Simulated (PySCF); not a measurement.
C6H7NO.
Numbering: `[CH3:1][O:2][C:3]1([CH2:4][C:5]#[N:6])[CH:7]=[CH:8]1` (hydrogens: H9, H10, H11 on C1; H12, H13 on C4; H14 on C7; H15 on C8)

Geometry (GFN2-xTB, Å), atoms numbered from 1 in this order:
```
atom  x, y, z in Å
C1    -1.490   -1.243    0.217
O2    -1.143   -0.224   -0.697
C3    -0.060    0.572   -0.297
C4     1.286    0.075   -0.846
C5     1.809   -0.993   -0.035
N6     2.207   -1.832    0.632
C7    -0.117    1.327    0.994
C8    -0.299    2.031   -0.089
H9    -2.347   -1.758   -0.213
H10   -0.668   -1.952    0.357
H11   -1.767   -0.820    1.189
H12    1.141   -0.290   -1.867
H13    2.009    0.894   -0.856
H14   -0.057    1.263    2.053
H15   -0.509    2.957   -0.564
```

Method used: PySCF 2.14.0, density-fitted response routines, TDDFT CAM-B3LYP/def2-SVPD, vertical, gas phase, core orbitals frozen in the response.

Frontier orbitals with the atoms that hold most of them (Löwdin shares over 4%, at most four atoms; ? is withheld):

```json
{"orbital": "LUMO+2", "ε (eV)": "1.69", "atoms": "H14 16%, C1 13%, H11 12%, C7 12%"}
{"orbital": "LUMO+1", "ε (eV)": "1.20", "atoms": "C4 16%, C8 15%, C5 13%, H13 13%"}
{"orbital": "LUMO", "ε (eV)": "0.46", "atoms": "?"}
{"orbital": "HOMO", "ε (eV)": "?", "atoms": "?"}
{"orbital": "HOMO-1", "ε (eV)": "-9.65", "atoms": "C7 23%, C8 23%, O2 22%, C3 10%"}
{"orbital": "HOMO-2", "ε (eV)": "-9.97", "atoms": "C7 25%, C3 23%, C8 17%, O2 13%"}
{"orbital": "HOMO-3", "ε (eV)": "-10.93", "atoms": "N6 43%, C5 32%, C4 9%"}
```

(1) Give the leading atoms of the LUMO.

(2) Give the leading atoms of the HOMO.

(3) What is the HOMO energy, and the HOMO–LUMO gap?

Results:

(1) C8 (bonded to 2 C and H) 35%; C7 (bonded to 2 C and H) 33%; H15 (bonded to C) 8%; H14 (bonded to C) 7%. By element: carbon 68% or more, hydrogen 15% or more.

(2) O2 (bonded to 2 C) 53%; C1 (bonded to O and 3 H) 11%; H10 (bonded to C) 6%; C3 (bonded to 3 C and O) 6%. By element: oxygen 53%, carbon 17% or more, hydrogen 6% or more.

(3) ε(HOMO) = -9.26 eV; the gap is 9.72 eV (0.3573 hartree).

Question: The HOMO–LUMO gap is 9.72 eV. Where does the response calculation put the lowest singlet, and from which orbitals?

Answer: S1 is at 6.07 eV (f = 0.0027), 3.65 eV below the gap, made of HOMO-2→LUMO (41%), HOMO→LUMO (32%), HOMO-1→LUMO (21%). Its leading pair isn't HOMO and LUMO; the energies of that pair differ by 10.43 eV. 

Next come S2 at 6.39 eV (f 0.0019), HOMO→LUMO (60%), HOMO-2→LUMO (26%); S3 at 7.01 eV (f 0.064), HOMO-1→LUMO (65%), HOMO-2→LUMO (27%); S4 at 7.56 eV (f 0.0080), HOMO→LUMO+1 (75%); S5 at 7.72 eV (f 0.0026), HOMO-3→LUMO+4 (12%), HOMO→LUMO+6 (12%), HOMO-4→LUMO+6 (10%).

Löwdin shares depend on the basis, the more so with diffuse functions.

On an Arm Neoverse N1 with one thread (shared host), this took 86 s.

One conformer stands for the species.
